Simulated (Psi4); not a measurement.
## Which level was it?

The species is AlH2S2F (6 atoms), meant as a singlet with charge 0. SMILES: `[F][Al]([SH])[SH]`. The shape was relaxed beforehand at PBE0/def2-TZVP. This is one conformer, not always the lowest.

```xyz
6

F    -0.7701   -1.5039   -0.3049
Al   -0.0314   -0.0591   -0.0278
S     2.1297    0.0465    0.0226
S    -1.2348    1.7120    0.2869
H     2.2390   -1.2717   -0.2225
H    -2.3737    1.0105    0.1430
```

Orbital energies are those of the mean-field step.

A calculation with Psi4 1.11 gave:

The total energy is -1138.5861 Eh. The HOMO energy is -10.63 eV. The LUMO energy is 2.15 eV. The HOMO–LUMO gap is 12.77 eV.

Task: Which of these levels gave the numbers?
A. CCSD(T)/def2-TZVPP (density fitting, density fitting for correlation)
B. MP2/def2-QZVPP (density fitting, density fitting for correlation)
C. PBE-D4/def2-TZVPP (density fitting)
D. PBE0-D4/def2-TZVPP (density fitting)

Result: A. The others give -1138.6161 Eh (MP2/def2-QZVPP (density fitting, density fitting for correlation)), -1139.5418 Eh (PBE-D4/def2-TZVPP (density fitting)), -1139.6295 Eh (PBE0-D4/def2-TZVPP (density fitting)).
